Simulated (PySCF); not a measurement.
Computed IR spectrum (relative IR intensity) of a molecule C7H8O. Geometry: PBE-D3(BJ)/def2-SVP. Other conformers were not sampled. Level of theory: PBE-D3(BJ)/def2-SVP in PySCF. No scaling factor is applied to the harmonic values.

ν (cm⁻¹): 509 (vw), 546 (vw), 690 (w), 750 (m), 787 (w), 874 (vw), 1064 (w), 1070 (w), 1146 (w), 1272 (vs), 1385 (w), 1411 (w), 1427 (m), 1491 (s), 1600 (w), 1625 (m), 2925 (m), 2998 (m), 3081 (w), 3118 (w), 3134 (w), 3140 (vw) (against the strongest line: vs over 80 %, s over 45 %, m over 15 %, w over 4 %, vw less)

Task: Which molecule gave these data?
A) C=Cc1cocc1C
B) COc1ccccc1
C) C#CC(=C)C(=C)OC
D) C=Cc1ccc(C)o1

Result: B, COc1ccccc1
